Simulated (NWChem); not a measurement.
System: C₃H₃BO₃; SMILES B1(C=CC(=O)O1)O

```xyz
10

O     -0.6804     2.2590     0.0000
C     -0.1905     1.1632     0.0000
C      1.2574     0.7805     0.0000
C      1.3896    -0.5561     0.0000
B     -0.0830    -1.0924     0.0000
O     -0.5134    -2.3709     0.0000
O     -0.9562    -0.0010     0.0000
H      2.0214     1.5509     0.0000
H      2.3369    -1.0840     0.0000
H     -1.4822    -2.4273     0.0000
```
Atoms are numbered in this order, from 1.

Results from NWChem. Medium grid unless said otherwise, to which SCAN and Minnesota functionals are sensitive. The geometry was optimised at B3LYP/6-31G* (spherical d). Total energies of different functionals are on different scales.

```csv
level,energy (Ha),highest occupied level (eV),orbital gap (eV),dipole (D)
PBE/def2-TZVP,-366.4802,-6.76,3.42,2.61
B3LYP/def2-TZVP,-366.9008,-8.18,5.55,2.76
PW6B95/def2-TZVP,-367.3362,-8.61,6.26,2.74
M06-2X/def2-TZVP,-366.7598,-10.12,8.63,2.77
BLYP/def2-TZVP,-366.8154,[?],[?],2.65
```

Problem. Some entries are withheld; supply them.

Solution. 
- BLYP/def2-TZVP, highest occupied level (eV): -6.67
- BLYP/def2-TZVP, orbital gap (eV): 3.47
